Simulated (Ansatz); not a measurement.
Ansatz (a first-principles code) input (CCSD(T)/aug-cc-pV(D+d)Z):
A basis named .json is the Basis Set Exchange file of that set.

Ansatz 0.2 input:
```yaml
crystal:
  periodic: [false, false, false]
  atoms:
    - {symbol: F, position_ang: [-1.46765236, -0.29091169, 0.03213502]}
    - {symbol: C, position_ang: [-0.59791644, 0.67053518, -0.01923397]}
    - {symbol: Cl, position_ang: [0.98802176, -0.08264740, -0.01022420]}
basis:
  gaussian:
    orbitals: aug-cc-pV_D+d_Z.json
magnetization: {spin_polarized: false}
correlation: {method: ccsd_t, electrons: outside_noble_gas}
output: {forces: true}
```

End of the output:

```
cycle   5  -13.44303131 eV  change    3.8e-3 eV  update   2.7e-3
cycle   6  -13.44433942 eV  change   -1.3e-3 eV  update   1.0e-3
cycle   7  -13.44423522 eV  change    1.0e-4 eV  update   4.0e-4
cycle   8  -13.44415476 eV  change    8.0e-5 eV  update   1.8e-4
cycle   9  -13.44421142 eV  change   -5.7e-5 eV  update   6.9e-5
cycle  10  -13.44418514 eV  change    2.6e-5 eV  update   2.6e-5
cycle  11  -13.44418860 eV  change   -3.5e-6 eV  update   1.1e-5
cycle  12  -13.44419342 eV  change   -4.8e-6 eV  update   3.7e-6
perturbative correction -0.49637000 eV, -0.0182412612 hartree
the calculation of the forces begins
Total energy: -16251.74493163 eV, -597.2406104089 hartree
Atom 0 at    -1.467652    -0.290912     0.032135 Å, force    -0.814405    -0.887182     0.047564 eV/Å
Atom 1 at    -0.597916     0.670535    -0.019234 Å, force     0.625802     0.969568    -0.048341 eV/Å
Atom 2 at     0.988022    -0.082647    -0.010224 Å, force     0.188603    -0.082386     0.000777 eV/Å
Dipole moment:     0.030282    -0.136003     0.005155 e Å
```
